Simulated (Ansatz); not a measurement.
Isolated molecules relaxed with PBE0-D4/def2-TZVP in Ansatz; ΔE leaves out vibrations. CCSD(T)/CBS adds triple-zeta CCSD(T) − MP2 to the extrapolated MP2 energy (def2 sets, frozen cores). This one scheme is used for every species. Functionals use def2-TZVPP. HSE06 is defined as in plane-wave codes. For Se outer-core shells are correlated without core-valence functions, which leaves a few kJ/mol of doubt a bond. Scalar relativity is left out up to krypton. One conformer a species, not always the lowest.

`C=NB[SeH]` + `C#C` → `C#CBN=C` + H₂Se  (formal exchange of groups at a B–Se bond)

```
    species  HSE06 energy (Eh)
`C=NB[SeH]`        -2521.29717
      `C#C`          -77.25232
  `C#CBN=C`         -196.07945
       H₂Se        -2402.46555
```

Work out ΔE.

ΔE = (-196.07945) + (-2402.46555) − (-2521.29717) − (-77.25232) = 0.00449 Eh = +0.12 eV. CCSD(T)/CBS gives +0.16 eV.

Largest T1 diagnostic among the species: 0.016.

At CCSD(T), def2-SVP lies −0.08 eV from the extrapolated value and def2-TZVPP −0.02 eV. Leaving LDA and LC-ωPBE aside and taking each functional with its dispersion term where it has one, the values, not all of them listed here, spread over 0.10 eV, from B97M-V to PBE-QIDH. In def2-TZVPP, CCSD(T) changes the Hartree–Fock value by +0.05 eV (the triples alone add +0.01 eV) and MP2 by +0.09 eV.
